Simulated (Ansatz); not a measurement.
```xyz
7

S    -1.534   -0.684    1.411
S    -1.404   -0.261   -0.606
Si    0.519    0.651   -0.574
Cl    1.987   -0.711   -0.127
H    -0.896   -1.868    1.386
H     0.760    1.162   -1.944
H     0.569    1.710    0.453
```

Charge 0, multiplicity 1.

Problem. List the PBE0/def2-TZVPP orbital energies in eV (the Gaussian-basis code of Ansatz). (An estimate is asked.)

Solution. Computed: Occupied: -2767.56, -2423.49, -2423.28, -1804.19, -259.42, -218.76, -218.58, -197.69, -197.57, -197.56, -162.63, -162.52, -162.44, -162.36, -162.32, -162.21, -146.39, -101.08, -101.05, -101.00, -23.42, -22.65, -18.86, -15.08, -12.57, -11.48, -11.28, -10.83, -10.28, -9.40, -9.15, -7.89, -7.47. Lowest empty: -1.42, -0.08, 0.27, 0.45, 1.33, 1.68, 3.77, 3.93.
